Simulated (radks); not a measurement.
Task: All-electron atom: the beryllium ion Be+ in [He] 2s0.5 3d0.5 (fractional occupations, a model configuration). Method: Dirac Kohn-Sham, PBE, spin-unpolarised, spherical densities, point nucleus; open shells are shared between the two j in proportion to 2j + 1; computed with a radial shooting solver on a logarithmic mesh with Libxc functionals. Some entries of the table are withheld. Estimate them.

orbital  occ.  eigenvalue (Ry)  <r> (bohr)
1s1/2       2         -8.97528      0.4190
2s1/2     0.5         -1.14798       2.212
2p1/2       0         -0.86450       2.250
2p3/2       0         -0.86436       2.250
3s1/2       0         -0.36740         (1)
3d3/2     0.2              (2)         (3)
3d5/2     0.3              (4)         (5)

Result: 
(1) 3s1/2 <r> (bohr): 5.937
(2) 3d3/2 eigenvalue (Ry): -0.26178
(3) 3d3/2 <r> (bohr): 5.916
(4) 3d5/2 eigenvalue (Ry): -0.26178
(5) 3d5/2 <r> (bohr): 5.916
